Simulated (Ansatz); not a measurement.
Two isomers of CH7NOSi2: A = `[SiH3]N[SiH]1CO1`, B = `N[SiH2]C1O[SiH2]1`.

Computed with Ansatz on PBE0-D4/def2-TZVP structures; ΔE is electronic, products minus reactants. CCSD(T)/CBS is the MP2 limit (def2-TZVPP, def2-QZVPP) plus CCSD(T) − MP2 in def2-TZVPP, frozen cores. DFT in def2-TZVPP. B3LYP here is the variant with VWN-RPA as its local correlation; programs differ in this. Each species was taken in one conformer, which may not be the lowest.

(1) Which is lower in electronic energy at CCSD(T)/CBS, and by how much? (Estimate.)

(2) Give E(B) − E(A) in kcal/mol with HF/def2-TZVPP, ωB97M-V, MP2/def2-TZVPP, PBE-D4, B3LYP, PBE0-D4, r2SCAN-D4. (Estimate.)

Largest T1 diagnostic: 0.013.

## Answers

(1) Ansatz gave: A, by 17.4 kcal/mol.

(2) Ansatz gave: HF/def2-TZVPP 21.2, ωB97M-V 17.5, MP2/def2-TZVPP 18.0, PBE-D4 15.2, B3LYP 17.7, PBE0-D4 16.6, r2SCAN-D4 17.1. None reverses the order clearly.

From PBE to PBE0 (25 % exact exchange), in def2-TZVPP and without D4, E(B) − E(A) moves by +1.4 kcal/mol. In def2-TZVPP, CCSD(T) changes the Hartree–Fock value by −3.4 kcal/mol (the triples alone add −0.6 kcal/mol) and MP2 by −3.2 kcal/mol.
